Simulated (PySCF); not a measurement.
Species: C8H15B.
Atom-mapped SMILES: `[CH2:1]=[C:2]([CH3:3])[C@H:4]1[CH2:5][BH:6][CH2:7][CH2:8][CH2:9]1`

Structure used (PBE0-D3(BJ)/def2-SVP), in Å, numbered top down from 1:
```
atom  x, y, z in Å
C1    -1.4186   -0.9470   -2.0021
C2    -1.1888   -0.2334   -0.8930
C3    -2.3160    0.1966    0.0004
C4     0.1956    0.1823   -0.4427
C5     0.6029   -0.5442    0.8543
B6     2.1166   -0.4686    1.2403
C7     3.1790   -0.0564    0.1729
C8     2.6131    0.6411   -1.0635
C9     1.2820    0.0425   -1.5078
H10   -2.4351   -1.2395   -2.2801
H11   -0.6159   -1.2662   -2.6698
H12   -2.2069   -0.2182    1.0158
H13   -3.2912   -0.1230   -0.3923
H14   -2.3309    1.2943    0.1102
H15    0.1295    1.2611   -0.1973
H16    0.4358   -1.6374    0.7255
H17   -0.0442   -0.2804    1.7073
H18    2.4716   -0.8471    2.3391
H19    3.6038   -1.0464   -0.1111
H20    4.0386    0.4773    0.6117
H21    2.4614    1.7124   -0.8403
H22    3.3326    0.6105   -1.8984
H23    1.4257   -1.0269   -1.7505
H24    0.9445    0.5265   -2.4382
```

Definitions: NICS(0) = −σiso at the ring centroid; NICS(1) = −σiso and NICS(1)zz = −σzz at ±1 Å along the ring normal z. Level: GIAO PBE0/pcSseg-1 (PySCF, non-relativistic, gas phase) on the PBE0-D3(BJ)/def2-SVP geometry, one conformer.

Ring bond lengths (Å), with Mayer bond orders in brackets: C4–C5 1.541 (0.99), C5–B6 1.564 (1.01), B6–C7 1.561 (1.01), C7–C8 1.528 (1.04), C8–C9 1.526 (1.05), C9–C4 1.528 (1.03).

Question: Give the NICS values of each ring in ppm.

Answer: 
```
             ring                                             type  NICS(0)  NICS(1), two faces  NICS(1)zz, two faces  rms pucker (Å)  centre to ring atoms, mean (Å)
C4–C5–B6–C7–C8–C9  6-membered ring with B; formal bonds all single      1.7         -2.1 / -0.3             2.9 / 3.6            0.20                            1.50
```

Question: What do they say, and how far can they be read as aromaticity?

Answer: 
- C4–C5–B6–C7–C8–C9: mean NICS(1)zz 3.2 ppm, deshielded. C4, C5, C7, C8, C9 have four or more neighbours; no verdict on aromaticity is drawn.

Question: At the second NICS(1) probe listed for ring C4–C5–B6–C7–C8–C9, 1 Å off the ring, how large is the induced field along the normal in 11.7 T applied along it?

Answer: NICSzz × B0 = 3.6 ppm × 11.7 T = 42 μT, along the applied field.

Question: How shielded are the nuclei of the rings and their hydrogens (means over atoms taken as equivalent)?

Answer: 
```json
{"atoms": "C4", "environment": "allylic carbon", "σ isotropic (ppm)": "141.9", "principal values of the symmetric part, first atom (ppm)": "122.0, 143.4, 160.3"}
{"atoms": "C5", "environment": "sp3 carbon bound to boron", "σ isotropic (ppm)": "146.8", "principal values of the symmetric part, first atom (ppm)": "115.6, 152.3, 172.4"}
{"atoms": "B6", "environment": "three-coordinate boron", "σ isotropic (ppm)": "13.4", "principal values of the symmetric part, first atom (ppm)": "-69.9, -9.4, 119.4"}
{"atoms": "C7", "environment": "sp3 carbon bound to boron", "σ isotropic (ppm)": "153.6", "principal values of the symmetric part, first atom (ppm)": "127.0, 154.4, 179.5"}
{"atoms": "C8", "environment": "ring CH2 carbon", "σ isotropic (ppm)": "158.7", "principal values of the symmetric part, first atom (ppm)": "151.4, 154.7, 169.9"}
{"atoms": "C9", "environment": "ring CH2 carbon", "σ isotropic (ppm)": "151.2", "principal values of the symmetric part, first atom (ppm)": "146.2, 152.8, 154.7"}
{"atoms": "H15", "environment": "methine hydrogen", "σ isotropic (ppm)": "29.61", "principal values of the symmetric part, first atom (ppm)": "25.6, 29.9, 33.4"}
{"atoms": "H16", "environment": "methylene hydrogen", "σ isotropic (ppm)": "30.80", "principal values of the symmetric part, first atom (ppm)": "27.5, 28.9, 36.0"}
{"atoms": "H17", "environment": "methylene hydrogen", "σ isotropic (ppm)": "28.80", "principal values of the symmetric part, first atom (ppm)": "23.7, 28.8, 33.9"}
{"atoms": "H18", "environment": "B–H hydrogen", "σ isotropic (ppm)": "23.67", "principal values of the symmetric part, first atom (ppm)": "19.7, 25.6, 25.8"}
{"atoms": "H19", "environment": "methylene hydrogen", "σ isotropic (ppm)": "30.45", "principal values of the symmetric part, first atom (ppm)": "25.7, 29.0, 36.7"}
{"atoms": "H20", "environment": "methylene hydrogen", "σ isotropic (ppm)": "29.18", "principal values of the symmetric part, first atom (ppm)": "24.6, 27.5, 35.5"}
{"atoms": "H21", "environment": "methylene hydrogen", "σ isotropic (ppm)": "29.82", "principal values of the symmetric part, first atom (ppm)": "25.7, 28.6, 35.2"}
{"atoms": "H22", "environment": "methylene hydrogen", "σ isotropic (ppm)": "29.37", "principal values of the symmetric part, first atom (ppm)": "23.9, 28.0, 36.3"}
```

The list is cut; further classes of hydrogen are left out.

Question: How do the values depend on the level or the medium?

Answer: 
| level | NICS(0), C4–C5–B6–C7–C8–C9 | mean NICS(1)zz, C4–C5–B6–C7–C8–C9 |
| --- | --- | --- |
| PBE0/pcSseg-1, gas | 1.7 | 3.2 |
| mPW1PW91/pcSseg-1, gas | 1.6 | 3.2 |

The geometry is the same throughout.
